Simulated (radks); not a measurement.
The numbers below are computed, except where a source is named.
Q: The mean radii <r> (bohr) of the occupied orbitals of an atom or ion are listed with their occupations. Code: a radial shooting solver on a logarithmic mesh with Libxc functionals. Model: scalar-relativistic Kohn-Sham, PBE, spin-unpolarised, spherical densities, point nucleus.

| orbital | occ. | <r> |
|---|---|---|
| 1s | 2 | 0.04029 |
| 2s | 2 | 0.1778 |
| 2p | 6 | 0.1551 |
| 3s | 2 | 0.5104 |
| 3p | 6 | 0.5186 |
| 3d | 10 | 0.5247 |
| 4s | 2 | 1.422 |
| 4p | 5 | 1.637 |

Name the element and its charge.

A: Z = 37, rubidium, charge +2: Rb2+ in [Ar] 3d10 4s2 4p5. The 1s radius gives Z: for a bare nucleus <r> = (2 gamma + 1)/(2Z) with gamma = sqrt(1 - (Z/c)^2), 0.03954 bohr for Z = 37, and screening makes it slightly larger (0.04029 here). The occupations add up to 35, and the charge is Z minus that.
